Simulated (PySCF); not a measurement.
## How methods differ on the excitation energy of O

O [He] 2s2 2p4 (3P) → O [He] 2s1 2p5 (3P), as a difference of total energies. All numbers are calculated (PySCF 2.14, the spin-free X2C one-electron Hamiltonian (Gaussian nucleus), in aug-cc-pVQZ-DK (6s5p4d3f2g, 80 functions)). Correlated levels: valence: 1s2 frozen. The calculations carry no spin-orbit coupling.

```tsv
method	excitation energy (cm⁻¹)
UHF	136330
MP2 (valence)	129400
SCS-MP2 (valence)	128890
CCSD (valence)	126230
CCSD(T) (valence)	123540
```

The upper state lies above the first ionisation limit, where it may autoionise and the basis confines it.

The coupled-cluster amplitudes are large for the upper state (T1 above 0.03 or a double amplitude above 0.15), so a single reference is strained.
